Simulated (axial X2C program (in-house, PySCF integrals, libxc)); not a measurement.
# SnB⁺: properties at the nuclei

Computed with an in-house all-electron X2C program for linear molecules (integrals from PySCF): two-component X2C with atomic mean-field Coulomb and Gaunt terms, Gaussian nuclei, basis Sn dyall-cv3z, B dyall-v3z with contracted cores.

R = 2.375 Å (near the PBE0 minimum at charge 1 of the determinant lowest at the starting distance; the state shown can have its own minimum elsewhere).

Determinant lowest in the PBE0 search, Ω = 2 (⟨Sz⟩ = 0.99, ⟨Lz⟩ = 1.01 at PBE0), spin on the atoms Sn 0.42, B 0.57:

| level | Eeff magnitude (GV/cm) | Ws magnitude Sn (kHz) | A∥/gI Sn (MHz) | qzz Sn (a.u.) | A∥/gI B (MHz) | qzz B (a.u.) |
| --- | --- | --- | --- | --- | --- | --- |
| PBE0 | 2.67 | 0.856 | 176 | -5.44 | 68.8 | -0.32 |
| HF | 5.03 | 1.56 | 58.2 | -5.57 | 66.9 | -0.38 |
| PBE | 2.26 | 0.725 | 224 | -5.36 | 71.5 | -0.32 |
| r2SCAN | 1.56 | 0.54 | 116 | -5.47 | 77.2 | -0.35 |
| TPSSh | 2.21 | 0.721 | 190 | -5.28 | 73 | -0.34 |

Eeff is the effective electric field on the electron electric dipole moment in this Ω state and Ws the scalar–pseudoscalar constant of the nucleus named (defined with the proton number Z and per Ω); A∥ (defined per Ω) follows by multiplying with gI = μI/(I μN); qzz is the electric field gradient, eQq0 = 234.96 MHz × Q/barn × qzz. The operators were transformed with the bare-nucleus X2C matrices; with these basis sets, hyperfine constants and field gradients can be off by tens of per cent, and where levels differ in sign neither size nor sign is settled.

(1) With gI(11B) = 1.7924, Q(11B) = 0.04059 barn (g factors from the IAEA table of nuclear moments by Stone; Q from Pyykkö, Mol. Phys. 2018), turn the PBE0 values of the first state into constants in MHz.

Each state is one determinant with collinear spin, which with several unpaired electrons need not be a pure state. Unrestricted Hartree–Fock can overshoot spin polarisation at the nuclei. With several open shells hyperfine constants can be off by a factor of several. Where Eeff spreads by more than a factor of two the levels disagree and none is to be relied on. Open-shell Ω = 0 determinants with evenly filled partner blocks cannot be reached by this program, so the Ω shown need not be the lowest component. At HF, TPSSh a later determinant lies lower. States lie within half an eV, so the first need not be the ground state. Further determinants of the search, some of them spin-mixed, are not shown. Where a field gradient or hyperfine factor spreads by more than a factor of two over the levels, a constant derived from it is not to be relied on.

Results:

(1) A∥(11B) = 68.8 × 1.7924 = 123 MHz; eQq0(11B) = 234.96 × (0.04059) × (-0.32) = -3.05 MHz.
